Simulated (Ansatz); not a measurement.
Relaxation of Ge4O5 (charge 0, singlet) with RKS PBE-D4/def2-SVP in Ansatz.

Positions (Å) and forces (eV/Å) at steps 34, 37 of 37:

```xyz
9
step=34 energy=-236234.4560 eV
Ge    0.317    0.534   -0.178    0.001    0.001    0.002
Ge    0.337   -2.732    0.230    0.001   -0.001    0.000
Ge    1.699    2.773   -0.493    0.001    0.001   -0.001
Ge   -2.546   -0.904    0.576    0.000    0.000    0.000
O     1.183    1.692    0.925    0.001    0.002    0.000
O     1.029   -1.093   -0.198   -0.001   -0.002    0.002
O    -1.387   -2.307    0.630    0.000    0.002   -0.004
O    -1.436    0.469    0.097   -0.001   -0.002    0.002
O     0.804    1.569   -1.589   -0.001   -0.001   -0.002
9
step=37 energy=-236234.4566 eV
Ge    0.329    0.542   -0.124    0.001    0.004    0.007
Ge    0.332   -2.738    0.209   -0.004   -0.010    0.002
Ge    1.691    2.772   -0.564   -0.001    0.003   -0.006
Ge   -2.551   -0.909    0.558   -0.011   -0.010    0.003
O     1.216    1.746    0.909   -0.001   -0.008    0.002
O     1.046   -1.083   -0.105    0.000    0.004    0.000
O    -1.418   -2.333    0.510    0.010    0.015   -0.004
O    -1.418    0.480    0.194    0.003    0.000   -0.001
O     0.773    1.522   -1.587    0.004    0.002   -0.002
```

The structure comes from a short search, and lower isomers may exist.
